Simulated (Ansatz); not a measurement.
The cluster TiAl9. The state is a doublet with charge 0. Geometry PBE-D4/def2-SVP.

```xyz
10

Ti   -1.0291   -1.2084    1.8690
Al    1.4932   -2.0589    1.3350
Al   -1.6716    1.4475    1.0665
Al   -0.5460    0.4166   -1.5577
Al   -0.0946    2.8518   -0.4570
Al   -2.5677   -0.6858   -0.1430
Al    1.9987   -0.9194   -1.1848
Al   -0.3244   -1.9582   -0.5533
Al    0.7156    0.4426    0.8497
Al    2.0259    1.6721   -1.2245
```

The 6-31G sets use Cartesian d functions. B3LYP takes the VWN-RPA correlation. At HF/6-31G, PBE-D4/def2-SVP, r2SCAN-D4/def2-TZVP, B3LYP-D4/6-31G and others the charge 0 doublet is spin-contaminated (final ⟨S²⟩ up to 3.40, 0.75 for a pure state). The structure comes from a short search, and lower isomers may exist.

**Question.** Estimate the α-spin orbital energies around the gap (eV) in Ansatz with HF/6-31G, PBE-D4/def2-SVP, r2SCAN-D4/def2-TZVP, B3LYP-D4/6-31G, BHLYP-D4/def2-TZVP.

**Answer.** 
| orbital | HF/6-31G | PBE-D4/def2-SVP | r2SCAN-D4/def2-TZVP | B3LYP-D4/6-31G | BHLYP-D4/def2-TZVP |
| --- | --- | --- | --- | --- | --- |
| HOMO−9 | -11.28 | -7.35 | -7.42 | -8.19 | -8.99 |
| HOMO−8 | -10.73 | -6.79 | -6.84 | -7.53 | -8.48 |
| HOMO−7 | -10.13 | -6.10 | -6.22 | -6.64 | -7.49 |
| HOMO−6 | -8.72 | -5.49 | -5.56 | -5.99 | -7.28 |
| HOMO−5 | -8.04 | -5.15 | -5.21 | -5.81 | -7.00 |
| HOMO−4 | -7.17 | -5.04 | -5.11 | -5.62 | -6.26 |
| HOMO−3 | -7.08 | -5.02 | -5.03 | -5.42 | -5.89 |
| HOMO−2 | -6.91 | -4.85 | -4.91 | -5.24 | -5.79 |
| HOMO−1 | -6.59 | -4.56 | -4.75 | -5.12 | -5.53 |
| HOMO | -6.12 | -4.32 | -4.47 | -4.95 | -5.45 |
| LUMO | -0.77 | -3.77 | -3.61 | -3.24 | -2.40 |
| LUMO+1 | -0.49 | -3.65 | -3.55 | -3.12 | -2.20 |
| LUMO+2 | 0.03 | -3.62 | -3.44 | -2.92 | -1.93 |
| LUMO+3 | 0.23 | -3.26 | -3.18 | -2.72 | -1.62 |
| LUMO+4 | 0.46 | -3.18 | -3.05 | -2.55 | -1.53 |
| LUMO+5 | 0.58 | -2.98 | -2.90 | -2.40 | -1.26 |
| β HOMO | -5.85 | -4.39 | -4.45 | -4.75 | -5.25 |
| β LUMO | -0.54 | -3.82 | -3.63 | -3.32 | -2.45 |
